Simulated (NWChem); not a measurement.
System: hydrogen iodide (HI); SMILES I

NWChem input:

```
start job
memory heap 200 mb stack 900 mb global 1100 mb
geometry units angstroms noautosym nocenter noautoz
  I      0.000000     0.000000     0.052007
  H      0.000000     0.000000    -1.565186
end
basis spherical
  * library def2-tzvpd
end
ecp
  I library def2-ecp
end
dft
  xc xpbe96 cpbe96
  iterations 150
end
property
  response 1 0.0
end
task dft property
```

Output (shortened):

```
             Northwest Computational Chemistry Package (NWChem) 7.3.0
             --------------------------------------------------------

                             Geometry "geometry" -> ""
                             -------------------------

 Output coordinates in angstroms (scale by  1.889725989 to convert to a.u.)

  No.       Tag          Charge          X              Y              Z
 ---- ---------------- ---------- -------------- -------------- --------------
    1 I                   53.0000     0.00000000     0.00000000     0.05200700
    2 H                    1.0000     0.00000000     0.00000000    -1.56518600

 Effective nuclear repulsion energy (a.u.)      17.3426388792

                                 NWChem DFT Module
                                 -----------------

 Summary of "ao basis" -> "ao basis" (spherical)
 ------------------------------------------------------------------------------
       Tag                 Description            Shells   Functions and Types
 ---------------- ------------------------------  ------  ---------------------
 I                         def2-tzvpd               19       59   7s6p4d2f
 H                         def2-tzvpd                5        9   3s2p

            General Information
            -------------------
          SCF calculation type: DFT
          Wavefunction type:  closed shell.
          No. of atoms     :     2
          No. of electrons :    26
           Alpha electrons :    13
            Beta electrons :    13
          Charge           :     0
          Spin multiplicity:     1
          Use of symmetry is: off; symmetry adaption is: off
          Maximum number of iterations: 150
          AO basis - number of functions:    68
                     number of shells:    24
          Convergence on energy requested:  1.00D-06
          Convergence on density requested:  1.00D-05
          Convergence on gradient requested:  5.00D-04

              XC Information
              --------------
          PerdewBurkeErnzerhof Exchange Functional  1.000
            Perdew 1991 LDA Correlation Functional  1.000 local
           PerdewBurkeErnz. Correlation Functional  1.000 non-local

             Grid Information
             ----------------
          Grid used for XC integration:  medium
          Radial quadrature: Mura-Knowles
          Angular quadrature: Lebedev.
          Tag              B.-S. Rad. Rad. Pts. Rad. Cut. Ang. Pts.
          ---              ---------- --------- --------- ---------
          I                   1.40      123          11.0       590
          H                   0.35       45          10.0       434
          Grid pruning is: on
          Number of quadrature shells:   168
          Spatial weights used:  Erf1

      Superposition of Atomic Density Guess
      -------------------------------------

 Sum of atomic energies:        -347.66220395

      Non-variational initial energy
      ------------------------------

 Total energy =    -297.175104
 1-e energy   =    -534.062791
 2-e energy   =     228.707197
 HOMO         =      -0.353126
 LUMO         =       0.020249

   convergence    iter        energy       DeltaE   RMS-Dens  Diis-err
 ---------------- ----- ----------------- --------- --------- ---------
 d= 0,ls=0.0,diis     1   -298.2702968880 -3.06D+02  1.17D-02  1.84D-01
 d= 0,ls=0.0,diis     2   -298.2650728592  5.22D-03  5.46D-03  2.01D-01
 d= 0,ls=0.0,diis     3   -298.2883013247 -2.32D-02  1.41D-03  3.49D-02
 d= 0,ls=0.0,diis     4   -298.2913490092 -3.05D-03  3.58D-04  4.89D-04
 d= 0,ls=0.0,diis     5   -298.2914536423 -1.05D-04  7.01D-05  2.22D-05
  Resetting Diis
 d= 0,ls=0.0,diis     6   -298.2914578032 -4.16D-06  1.32D-05  4.66D-07
 d= 0,ls=0.0,diis     7   -298.2914578662 -6.30D-08  3.46D-06  3.03D-08

         Total DFT energy =     -298.291457866196
      One electron energy =     -534.636287675999
           Coulomb energy =      250.701560524673
    Exchange-Corr. energy =      -22.537220752233
 Nuclear repulsion energy =        8.180490037363

 Numeric. integr. density =       25.999996899360

                       DFT Final Molecular Orbital Analysis
                       ------------------------------------

 Vector   11  Occ=2.000000D+00  E=-3.762236D-01
              MO Center=  2.7D-08,  2.7D-08, -3.9D-01, r^2= 2.1D+00
   Bfn.  Coefficient  Atom+Function         Bfn.  Coefficient  Atom+Function
  ----- ------------  ---------------      ----- ------------  ---------------
    19     -0.379252  1 I  pz                13      0.363501  1 I  pz
    16     -0.290969  1 I  pz                61      0.279552  2 H  s
     5     -0.250043  1 I  s                  6     -0.191982  1 I  s
     3      0.177828  1 I  s                 60      0.165713  2 H  s
     2     -0.162258  1 I  s                  4      0.116562  1 I  s

 Vector   12  Occ=2.000000D+00  E=-2.496074D-01
              MO Center=  2.0D-10,  1.1D-09,  1.4D-02, r^2= 2.0D+00
   Bfn.  Coefficient  Atom+Function         Bfn.  Coefficient  Atom+Function
  ----- ------------  ---------------      ----- ------------  ---------------
    17      0.392114  1 I  px                18     -0.391999  1 I  py
    11     -0.326254  1 I  px                12      0.326158  1 I  py
    14      0.262242  1 I  px                15     -0.262165  1 I  py
    20      0.176195  1 I  px                21     -0.176143  1 I  py
     8     -0.041474  1 I  px                 9      0.041462  1 I  py

 Vector   13  Occ=2.000000D+00  E=-2.496074D-01
              MO Center= -2.1D-08, -1.9D-08,  1.4D-02, r^2= 2.0D+00
   Bfn.  Coefficient  Atom+Function         Bfn.  Coefficient  Atom+Function
  ----- ------------  ---------------      ----- ------------  ---------------
    17      0.391999  1 I  px                18      0.392114  1 I  py
    11     -0.326158  1 I  px                12     -0.326254  1 I  py
    14      0.262165  1 I  px                15      0.262242  1 I  py
    20      0.176143  1 I  px                21      0.176195  1 I  py
     8     -0.041462  1 I  px                 9     -0.041474  1 I  py

 Vector   14  Occ=0.000000D+00  E=-6.739287D-02
              MO Center= -5.7D-08, -5.2D-08, -4.8D-01, r^2= 4.2D+00
   Bfn.  Coefficient  Atom+Function         Bfn.  Coefficient  Atom+Function
  ----- ------------  ---------------      ----- ------------  ---------------
     7      0.490096  1 I  s                 19      0.388806  1 I  pz
    61      0.372941  2 H  s                  5     -0.303475  1 I  s
    13     -0.275819  1 I  pz                68     -0.246240  2 H  pz
     6     -0.237684  1 I  s                 16      0.234378  1 I  pz
     3      0.180393  1 I  s                 43      0.180775  1 I  d  0

 Vector   15  Occ=0.000000D+00  E= 8.632868D-03
              MO Center=  7.7D-08, -1.5D-07, -8.2D-01, r^2= 8.0D+00
   Bfn.  Coefficient  Atom+Function         Bfn.  Coefficient  Atom+Function
  ----- ------------  ---------------      ----- ------------  ---------------
     7      1.814692  1 I  s                 62     -1.116578  2 H  s
    22     -0.671940  1 I  pz                 6     -0.326424  1 I  s
    68     -0.293447  2 H  pz                25     -0.285066  1 I  pz
     5     -0.197600  1 I  s                  3      0.129501  1 I  s
    19     -0.127046  1 I  pz                 2     -0.111926  1 I  s

 Vector   16  Occ=0.000000D+00  E= 1.717241D-02
              MO Center=  2.9D-07, -4.2D-07,  9.1D-01, r^2= 1.6D+01
   Bfn.  Coefficient  Atom+Function         Bfn.  Coefficient  Atom+Function
  ----- ------------  ---------------      ----- ------------  ---------------
    25      1.056851  1 I  pz                 7      0.756143  1 I  s
    62     -0.511710  2 H  s                 22     -0.449319  1 I  pz
    19     -0.188055  1 I  pz                 5     -0.151100  1 I  s
    68     -0.124963  2 H  pz                13      0.121270  1 I  pz
    16     -0.111591  1 I  pz                 6     -0.106332  1 I  s

     Multipole analysis of the density
     ---------------------------------

     L   x y z        total         alpha         beta         nuclear
     -   - - -        -----         -----         ----         -------
     0   0 0 0     -0.000000    -13.000000    -13.000000     26.000000

     1   1 0 0      0.000000      0.000000      0.000000      0.000000
     1   0 1 0      0.000000      0.000000      0.000000      0.000000
     1   0 0 1     -0.159576      0.170611      0.170611     -0.500798

     2   2 0 0    -21.391791    -10.695895    -10.695895      0.000000
     2   1 1 0     -0.000000     -0.000000     -0.000000      0.000000
     2   1 0 1     -0.000000     -0.000000     -0.000000      0.000000
     2   0 2 0    -21.391791    -10.695895    -10.695895      0.000000
     2   0 1 1     -0.000000     -0.000000     -0.000000      0.000000
     2   0 0 2    -18.059115    -13.524502    -13.524502      8.989888

 *** CALLING NEW AORESP DRIVER FOR CLOSED AND OPEN SHELLS ***
 Entering AOResponse driver routine

--------------------------------------------------------------------------------

          -----------------------------------------------
          Solving response equations for perturbing field
          -----------------------------------------------

[...]

 DFT Linear Response polarizability / au
 Frequency  =       0.0000000 / au
              X              Y              Z
 -----------------------------------------------
 X      37.0542573      0.0000019     -0.0000011
 Y       0.0000019     37.0542573     -0.0000011
 Z      -0.0000011     -0.0000011     38.5811299
 -----------------------------------------------
 Eigenvalues =      37.0542592     37.0542554     38.5811299
 Isotropic   =      37.5632148
 Anisotropic =       1.5268726
 -----------------------------------------------

 Magnetic Dipole Response Matrix (nonzero elements):

 Exiting AOResponse driver routine
```

Level: PBE/def2-TZVPD with def2 effective core potentials on I. The geometry was optimised at PBE0/def2-SVP. def2 effective core potentials on I; no spin-orbit coupling.
